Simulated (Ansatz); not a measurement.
Ideal-gas functions of `[OH][Zr]([OH])([Br])[Br]` at 800 K and 1 bar, from an Ansatz frequency run at PBE0-D4/def2-TZVP.

Molar mass 285.05 g/mol, point group C2v (symmetry number 2), electronic degeneracy 1, moments of inertia 330.348, 770.639, 925.986 u Å². Harmonic wavenumbers (cm⁻¹, unscaled): 65, 106, 127, 129, 149, 168, 246, 263, 268, 301, 322, 741, 749, 3990, 3993.

Use S(trans) = R[1.5 ln M + 2.5 ln T − 1.1517]; rotational temperatures θ = 24.2544 K / I; S(rot) = R[ln(√π/σ · √(T³/θAθBθC)) + 1.5]; for each mode x = 1.438777 ν̃/T, S = R[x/(eˣ − 1) − ln(1 − e⁻ˣ)] and H = RT x/(eˣ − 1); 1 cm⁻¹ = 0.0119627 kJ/mol; R = 8.31446 J/(mol·K).

By hand: the entropy, in J/(mol·K).

Translation 199.9. Rotation: θ = 0.0734, 0.0315, 0.0262 K, giving 135.2. Vibration, mode by mode: 26.17, 22.11, 20.61, 20.48, 19.29, 18.30, 15.16, 14.62, 14.46, 13.52, 12.97, 6.52, 6.44, 0.05, 0.05, in all 210.7. Electronic 0.0. Sum 545.8 J/(mol·K).

By hand: H − E and G − E in kJ/mol, counted from the electronic energy.

Zero-point energy ½ × 11617 × 0.0119627 = 69.5; thermal vibration 67.6; translation, rotation and pV give 4 RT = 26.6. H − E = 163.7 kJ/mol, and G − E = 163.7 − 800 × 545.8/1000 = -272.9 kJ/mol.

Vibration gives 39 % of the entropy, 108.7 J/(mol·K) of it from the modes under 150 cm⁻¹: soft modes count most, and the harmonic formula is weakest for them. The sum counts one conformer and one mirror image; others add a mixing term.
